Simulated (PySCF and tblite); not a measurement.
Values are calculated unless marked as measured or tabulated.
Molecule: C₃H₈GeSe, numbered as in [CH2:1]1[CH2:2][Se:3][CH2:4][GeH2:5]1; H are named by their carrier, a and b as at the first point (Å):

```
C1      -1.160    0.493   -0.042
C2      -1.199   -0.898    0.558
Se3      0.421   -1.983    0.126
C4       1.562   -0.535   -0.571
Ge5      0.707    1.148    0.005
H1a     -1.861    1.138    0.488
H1b     -1.476    0.460   -1.088
H2a     -1.237   -0.852    1.649
H2b     -2.051   -1.482    0.205
H4a      1.610   -0.628   -1.656
H4b      2.560   -0.690   -0.164
H5a      0.973    2.291   -0.936
H5b      1.162    1.545    1.380
```

The ring 1–2–3–4–5 is held at Altona–Sundaralingam phase angles P (ν_j = ν_max cos(P + 144°(j − 2)), ν_j about the bond from ring atom j to j + 1, counted from 0) and the rest relaxed at GFN2-xTB. Energies: PBE0/pcSseg-1 + D3(BJ). Couplings: B3LYP/pcseg-1 with H pcJ-1, gas phase, for ¹H. Programs: tblite and PySCF.

Spin–orbit effects of heavy atoms are missing.

Problem. How do the most sensitive couplings change along the phase angle P?

Solution. 
| phase angle P ° | ³J(H1a,H2b) | ³J(H1b,H2a) | ³J(H1a,H2a) | ³J(H1b,H5b) | ³J(H1a,H5a) | ³J(H1b,H2b) | ³J(H4a,H5b) |
| --- | --- | --- | --- | --- | --- | --- | --- |
| 72 | 1.7 | 15.2 | 8.2 | 6.6 | -1.6 | 10.9 | 6.4 |
| 144 | 2.2 | 15.3 | 6.6 | 3.0 | 0.0 | 8.7 | -0.4 |
| 216 | 9.3 | 2.2 | 15.1 | -1.3 | 6.5 | 13.5 | -1.6 |
| 288 | 16.0 | 2.9 | 7.7 | -1.5 | 5.8 | 5.4 | 0.6 |
| 360 | 9.1 | 2.2 | 14.3 | 4.1 | -0.3 | 13.5 | 6.3 |
Values in Hz.

Problem. Set ³J(H1a,H2b) against its H–C–C–H torsion.

Solution. 75°: 2.2 Hz, 80°: 1.7 Hz, 135°: 9.1 Hz, 136°: 9.3 Hz, 171°: 16.0 Hz.

Problem. With the energies 1.41, 0.01, 2.52, 0.31, 1.79 kcal/mol at these points, what are the Boltzmann averages at 298 K?

Solution. ³J(H1a,H2b) 7.1, ³J(H1b,H2a) 10.6, ³J(H1a,H2a) 7.3, ³J(H1b,H5b) 1.7, ³J(H1a,H5a) 1.9, ³J(H1b,H2b) 7.9, ³J(H4a,H5b) 0.5 Hz, over these points alone; points not sampled, such as mirror images that interchange a and b, would even out couplings that symmetry makes equal.
